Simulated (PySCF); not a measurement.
Trend along group 13: MBr cations

MP2 with double-zeta basis sets in PySCF, for the lowest determinant that a PBE0 search found; no spin–orbit coupling. De refers to high-spin ground-configuration atoms (the charge goes to the atom of lower measured ionisation energy or higher electron affinity, which is not always the lowest computed limit).

```json
{"M": "B", "basis": "pcseg-1", "reference, frozen orbitals": "UHF, 10", "charged atom": "B+", "state (unpaired electrons)": "doublet (σ ↑)", "Re (Å)": "1.755", "ωe (cm⁻¹)": "977", "De (eV)": "3.04"}
{"M": "Al", "basis": "pcseg-1", "reference, frozen orbitals": "UHF, 14", "charged atom": "Al+", "state (unpaired electrons)": "doublet (σ ↑)", "Re (Å)": "2.192", "ωe (cm⁻¹)": "484", "De (eV)": "1.42"}
{"M": "Ga", "basis": "cc-pVDZ-PP", "reference, frozen orbitals": "UHF, 8", "charged atom": "Ga+", "state (unpaired electrons)": "doublet (σ ↑)", "Re (Å)": "2.238", "ωe (cm⁻¹)": "325", "De (eV)": "0.61"}
{"M": "Tl", "basis": "def2-SVP", "reference, frozen orbitals": "UHF, 13", "charged atom": "Tl+", "state (unpaired electrons)": "doublet (π ↑)", "Re (Å)": "3.387", "ωe (cm⁻¹)": "65.7", "De (eV)": "n/a"}
```

The shortest bond is that of BBr⁺ (1.755 Å), the longest that of TlBr⁺ (3.387 Å).

The rows differ in basis set, which adds steps of its own.

The state changes along the series, so neighbouring rows are not always alike in their bonding.

Correlated steps freeze the inner cores (8 to 14 orbitals); shallow outer-core shells are correlated. Correlated levels converge slowly with the basis: in double zeta they bind strong bonds too weakly, by up to about 1 eV, and carry superposition errors of some tenths. Spin–orbit coupling is left out, which matters for elements this heavy, above all for dissociation energies. For an ion De counts to the pair picked by the measured ionisation energies or electron affinities, which need not be the lowest pair at this level. States were picked by a PBE0 search and need not be the measured ground states.
